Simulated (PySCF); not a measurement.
Simulated Cl 2p region for VOCl3, `[O]=[V]([Cl])([Cl])[Cl]`, binding energy against the vacuum level.

Every computed line was given a Gaussian of 0.7 eV full width at half maximum and an area set by the number of equivalent atoms (split 2:1 within a doublet); the highest printed point is 100. The calculation used delta-SCF UKS SCAN, pcX-2 on the ionised atom, pcseg-1 elsewhere, spin-free X2C in PySCF 2.14.0.

binding energy (eV), intensity and a bar:
```
    205.3          0 
    205.4          1 
    205.5          2 #
    205.6          5 #
    205.7         10 ###
    205.8         20 ######
    205.9         35 ##########
    206.0         53 ################
    206.1         74 ######################
    206.2         91 ###########################
    206.3        100 ##############################
    206.4         98 #############################
    206.5         86 ##########################
    206.6         68 ####################
    206.7         47 ##############
    206.8         30 #########
    206.9         17 #####
    207.0          8 ##
    207.1          4 #
    207.2          3 #
    207.3          4 #
    207.4          7 ##
    207.5         13 ####
    207.6         21 ######
    207.7         31 #########
    207.8         41 ############
    207.9         48 ##############
    208.0         50 ###############
    208.1         47 ##############
    208.2         39 ############
    208.3         29 #########
    208.4         19 ######
    208.5         11 ###
    208.6          6 ##
    208.7          3 #
    208.8          1 
    208.9          0 
    209.0          0
```

Q: Count the maxima, the lines and the sites behind this envelope.

A: The curve has 2 maxima (at 206.3 and 208.0 eV). Under it lie 2 lines from 1 inequivalent chlorine site, drawn as a 2p3/2, 2p1/2 pair.

Q: Decompose the envelope and assign each component. Numbering: `[O:1]=[V:2]([Cl:3])([Cl:4])[Cl:5]`.

A: 
```tsv
position (eV)	relative area	line	atoms	environment
206.33	2.00	Cl 2p3/2	Cl3/Cl4/Cl5	chlorine bonded to V
207.99	1.00	Cl 2p1/2	Cl3/Cl4/Cl5	chlorine bonded to V
```

Q: What are the centre and the root-mean-square width of the whole band?

A: The area-weighted mean of the lines is 206.89 eV. Their own spread about it is 0.78 eV (rms) and each Gaussian has σ = 0.7/2.355 = 0.30 eV; the variances add, which gives 0.83 eV.

No satellites, vibrations or lifetime broadening are included. Atoms equivalent by their bonding share one computed value, that of the first of them. The 2p values aren't plain energy differences: one relaxed spin-free 2p hole is combined with a matrix within the shell (ground-state 2p orbital-energy differences and spin–orbit coupling). 2p3/2, the mean of its two sublevels, lies a third of the splitting below the shell's mean and 2p1/2 two thirds above it; the statistical areas are 2:1. 2p1/2 minus 2p3/2 (ligand field included): Cl 1.65 eV. Isolated species at its PBE0-D3(BJ)/def2-SVP geometry, gas phase.
